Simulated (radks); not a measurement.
The numbers below are computed, except where a source is named.
Ionisation of Kr+, [Ar] 3d10 4s2 4p5, to Kr2+, [Ar] 3d10 4s2 4p4, under several functionals. Scalar-relativistic Kohn-Sham, spin-unpolarised, spherical densities, finite nucleus; a radial shooting solver on a logarithmic mesh with Libxc functionals.

[
 {"functional": "LDA (Slater exchange, Perdew-Zunger correlation)", "E(Kr+) (hartree)": "-2786.28697", "Exc (hartree)": "-92.62946", "IE (eV)": "25.338", "-e(HOMO) (eV)": "19.700", "<r> HOMO (bohr)": "1.827", "IE error (eV)": "+0.978"},
 {"functional": "exchange-only LDA", "E(Kr+) (hartree)": "-2783.06290", "Exc (hartree)": "-89.35438", "IE (eV)": "23.919", "-e(HOMO) (eV)": "18.321", "<r> HOMO (bohr)": "1.840", "IE error (eV)": "-0.440"},
 {"functional": "AM05", "E(Kr+) (hartree)": "-2786.47217", "Exc (hartree)": "-92.82230", "IE (eV)": "25.158", "-e(HOMO) (eV)": "19.523", "<r> HOMO (bohr)": "1.825", "IE error (eV)": "+0.798"},
 {"functional": "HCTH/407", "E(Kr+) (hartree)": "-2791.56154", "Exc (hartree)": "-98.09552", "IE (eV)": "25.466", "-e(HOMO) (eV)": "19.816", "<r> HOMO (bohr)": "1.819", "IE error (eV)": "+1.106"},
 {"functional": "exchange-only B88", "E(Kr+) (hartree)": "-2788.45129", "Exc (hartree)": "-94.82050", "IE (eV)": "24.095", "-e(HOMO) (eV)": "18.489", "<r> HOMO (bohr)": "1.840", "IE error (eV)": "-0.265"},
 {"functional": "SCAN", "E(Kr+) (hartree)": "-2790.42775", "Exc (hartree)": "-96.76974", "IE (eV)": "25.589", "-e(HOMO) (eV)": "19.972", "<r> HOMO (bohr)": "1.820", "IE error (eV)": "+1.229"},
 {"functional": "TASK exchange with Perdew-Wang LDA correlation", "E(Kr+) (hartree)": "-2789.43481", "Exc (hartree)": "-95.71575", "IE (eV)": "26.023", "-e(HOMO) (eV)": "20.414", "<r> HOMO (bohr)": "1.809", "IE error (eV)": "+1.663"}
]

NIST Atomic Spectra Database: 24.360 eV (measured). Closest: exchange-only B88. The Delta-SCF values span 2.10 eV, the total energies 8.50 hartree. The highest occupied level is 4p. Spin polarisation and multiplet splitting are left out, so open shells lie too high by an amount that depends on their filling.

Beside tabulated values, note that spin-unpolarised runs miss the spin-polarisation part of the exchange energy of open shells.
